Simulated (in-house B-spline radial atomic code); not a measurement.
**RPA and G0W0 on Hartree-Fock: Ba VI (Ba5+)**

Configuration [Kr] 4d10 5s2 5p3, highest spin, mean-field start Hartree-Fock. Computed with a B-spline radial code for spherical atoms: all electrons, scalar-relativistic (spin-free one-electron X2C), finite nucleus, each spin shell either full or empty, empty states to l = 9 with an (l + 1/2)⁻⁴ tail; G0W0 by contour deformation at full frequency.

Spin-orbit coupling, left out, splits p levels strongly here.

Command:
```bash
python run_gw.py task.json out
```
Settings (radii: box in bohr, nucleus in fm):
```
Z                        56
electrons                51
configuration            [Kr] 4d10 5s2 5p3
hamiltonian              x2c
method                   hf
lmax                     9
rms_radius               4.8378
spin_polarised           True
box_radius               10.43
intervals                67
```

Cost of the run: 5.5 s on 1 thread of Intel(R) Xeon(R) Platinum 8375C CPU @ 2.90GHz (shared host).

Energies (hartree):

```json
{"term": "mean-field total", "value": "-8126.07305"}
{"term": "Hartree-Fock functional on these orbitals", "value": "-8126.07305"}
{"term": "direct second order", "value": "-4.2511"}
{"term": "second-order exchange", "value": "1.1743"}
{"term": "SOSEX correction", "value": "1.1135"}
```

Problem. What is the RPA correlation energy, and what remains with SOSEX?

Solution. RPA gives -3.8368 hartree (-2.05 eV per electron); RPA + SOSEX gives -2.7233, and the second-order doubles (MP2) -3.0768 hartree. RPA lacks exchange-type terms and so overcorrelates at short range.

Quasi-particle levels (eV):

| level | occupied | mean field | Σx - vxc | Σc | QP weight | G0W0 |
| --- | --- | --- | --- | --- | --- | --- |
| 5p up | yes | -73.83 | 0.00 | ? | ? | ? |
| 5s down | yes | -84.77 | 0.00 | -2.71 | 0.971 | -87.48 |
| 5s up | yes | -94.94 | 0.00 | 2.36 | 0.867 | -92.58 |
| 4d down | yes | -157.93 | 0.00 | 0.94 | 0.946 | -156.99 |
| 5p down | no | -56.75 | 0.00 | -2.21 | 0.971 | -58.96 |

G0W0 = mean field + (Σx - vxc) + Σc, with Σc (partial-wave tail included) taken at the quasi-particle energy. Only the outer levels were computed.

Problem. Where does G0W0 put 5p up?

Solution. At -74.67 eV, with Σc = -0.84 eV and a quasi-particle weight of 0.971. The tabulated removal energy is 71 ± 2 eV (NIST, tabulated theory); the calculation leaves out spin-orbit coupling, Breit and QED terms, and what these don't explain is the method's own error.
